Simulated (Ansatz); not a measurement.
Isolated molecules relaxed with PBE0-D4/def2-TZVP in Ansatz; ΔE leaves out vibrations. CBS: MP2 limit from def2 TZ/QZ plus the TZ coupled-cluster correction, frozen cores. DFT in def2-TZVPP. B3LYP here is the variant with VWN-RPA as its local correlation; programs differ in this. One conformer a species, not always the lowest.

Consider the substitution at a C–Si bond: `C[SiH](S)Cl` + `N[SiH2]CCl` → `CN[SiH2]CCl` + `S[SiH2]Cl`.

| level | ΔE (kJ/mol) | difference from CCSD(T)/CBS |
| --- | --- | --- |
| PBE-D4 | 90.3 | -3.3 |
| PBE0-D4 | 91.7 | -1.9 |
| ωB97M-V | 94.0 | 0.4 |
| B2PLYP | 90.5 | -3.1 |
| PBE | 89.8 | -3.8 |
| r2SCAN | 95.9 | 2.3 |
| PBE0 | 91.2 | -2.4 |
| B3LYP | 87.4 | -6.2 |
| SCS-MP2/def2-TZVPP | 89.6 | -4.0 |
| CCSD/def2-TZVPP | 89.7 | -3.9 |
| CCSD(T)/def2-TZVPP | 90.6 | -3.0 |
| HF/def2-QZVPP | 83.1 | -10.5 |
| MP2/def2-QZVPP | 97.6 | 4.0 |
| SCS-MP2/def2-QZVPP | 91.5 | -2.1 |
| HF/CBS(def2) | 83.1 | -10.5 |
| MP2/CBS(def2) | 98.9 | 5.3 |
| CCSD(T)/CBS | 93.6 | 0 |

Largest T1 diagnostic among the species: 0.010.

In def2-TZVPP, CCSD(T) changes the Hartree–Fock value by +7.4 kJ/mol (the triples alone add +0.9 kJ/mol) and MP2 by +12.7 kJ/mol.
